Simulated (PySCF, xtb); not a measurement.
PbF2, SMILES [F][Pb][F] (connectivity only; charge and spin as stated), neutral, multiplicity 1.

GFN2-xTB (xtb 6.7.1) at its own geometry gives an orbital gap of 3.15 eV and a dipole moment of 6.96 D.

Coordinates come from a PBE-D3(BJ)/def2-TZVP optimisation. The def2 effective core potentials stand for the cores of Pb; spin–orbit coupling is left out.

Problem. What does B3LYP/def2-TZVPD in PySCF give? (The exact figures need the calculation; the answer reports its results.)

Solution. gap 5.70 eV (levels -8.97 and -3.27 eV), dipole 5.15 D.
